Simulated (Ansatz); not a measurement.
Reactions of CH₈FNO₂Si₂, SMILES `C[SiH](F)N[SiH](O)O`.

Calculated with Ansatz (gas phase, PBE0-D4/def2-TZVP geometries, no zero-point term in ΔE). CBS: MP2 limit from def2 TZ/QZ plus the TZ coupled-cluster correction, frozen cores. This one scheme is used for every species. Triplets are unrestricted, without spin–orbit coupling. Each species was taken in one conformer, which may not be the lowest.

Question: Order these by ΔE at CCSD(T)/CBS, lowest first. (Best estimate.)
A. `C[SiH](F)N[SiH](O)O` → `[CH2]` (triplet) + `O[SiH](O)N[SiH2]F`
B. `C[SiH](F)N[SiH](O)O` + H–F → `O[SiH](O)N[SiH](F)F` + CH₄
C. `C[SiH](F)N[SiH](O)O` + H₂ → `O[SiH](O)N[SiH2]F` + CH₄
D. `C[SiH](F)N[SiH](O)O` + fluoromethane → `C[SiH](F)CF` + `N[SiH](O)O`
E. `C[SiH](F)N[SiH](O)O` → `C[Si]F` + `N[SiH](O)O`

Answer: B (-1.58 eV), C (-0.15 eV), D (+1.03 eV), E (+2.89 eV), A (+5.06 eV).

Largest T1 diagnostic: 0.014, for `C[Si]F`.
